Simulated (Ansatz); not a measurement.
Reaction (redistribution): `[OH][Ti]([SH])([Cl])[Cl]` + `C[N](C)[In]([F])[SH]` → `[SH][Ti]([SH])([Cl])[Cl]` + `C[N](C)[In]([OH])[F]`

Isolated molecules relaxed with PBE0-D4/def2-TZVP in Ansatz; ΔE leaves out vibrations. CCSD(T)/CBS is the MP2 limit (def2-TZVPP, def2-QZVPP) plus CCSD(T) − MP2 in def2-TZVPP, frozen cores. Functionals use def2-TZVPP. B3LYP here is the variant with VWN-RPA as its local correlation; programs differ in this. Elements past krypton have def2 core potentials. For In, Ti outer-core shells are correlated without core-valence functions, which leaves a few kJ/mol of doubt a bond. Scalar relativity is left out up to krypton. One conformer a species, not always the lowest.

`[OH][Ti]([SH])([Cl])[Cl]`:

Z-matrix (Å, degrees):
```
Ti
S 1 2.268
Cl 1 2.192 2 109.9
O 1 1.744 2 104.3 3 120.4
Cl 1 2.188 2 109.5 3 -120.1
H 2 1.349 1 90.9 3 58.6
H 4 0.958 1 149.2 2 117.1
```

`C[N](C)[In]([F])[SH]`:

Cartesian coordinates in Å:
```
C 0.210 1.653 0.094
N 0.075 0.239 0.323
C 0.202 -0.144 1.706
In -0.274 -1.099 -1.104
F -0.403 -2.914 -0.387
S -0.545 -0.908 -3.437
H -0.554 2.227 0.640
H 0.108 1.899 -0.966
H 1.192 2.023 0.424
H -0.562 0.343 2.330
H 1.184 0.139 2.112
H 0.090 -1.224 1.824
H -0.724 -2.235 -3.557
```

`[SH][Ti]([SH])([Cl])[Cl]`:

Cartesian coordinates in Å:
```
S 0.473 0.136 2.140
Ti 0.206 0.354 -0.085
S -1.787 -0.642 -0.460
Cl 0.107 2.476 -0.546
Cl 1.761 -0.689 -1.204
H 0.871 -1.140 1.948
H -1.633 -0.496 -1.793
```

`C[N](C)[In]([OH])[F]`:

```xyz
13

C    -0.532    1.161   -1.122
N    -0.176    0.002   -0.341
C     0.166   -1.152   -1.134
In    0.209    0.146    1.600
O     0.815   -1.208    2.890
F    -0.188    1.876    2.425
H     0.283    1.476   -1.791
H    -0.782    2.007   -0.478
H    -1.408    0.949   -1.751
H    -0.677   -1.442   -1.777
H     1.027   -0.964   -1.793
H     0.410   -2.010   -0.505
H     0.853   -0.839    3.777
```

```csv
level,ΔE (kcal/mol)
PBE0-D4,26.1
B3LYP,26.3
CCSD/def2-TZVPP,27.2
CCSD/CBS(def2),26.2
```

Task: What does CCSD(T)/CBS give? (An estimate is asked.)

Result: Ansatz gave: +23.7 kcal/mol. The listed levels differ from it by 2.4, 2.6, 3.5, 2.5 kcal/mol.

Largest T1 diagnostic among the species: 0.027, so the coupled-cluster value is less sure than usual.

From PBE to PBE0 (25 % exact exchange), in def2-TZVPP and without D4, ΔE moves by +2.0 kcal/mol. The D4 term adds −0.8 kcal/mol with B3LYP and −0.4 kcal/mol with PBE0; it sums over pairs of atoms, weighted by their polarisabilities, and B3LYP, whose exchange is more repulsive, gets the larger term. In def2-TZVPP, CCSD(T) changes the Hartree–Fock value by −7.2 kcal/mol (the triples alone add −2.5 kcal/mol) and MP2 by −10.4 kcal/mol.
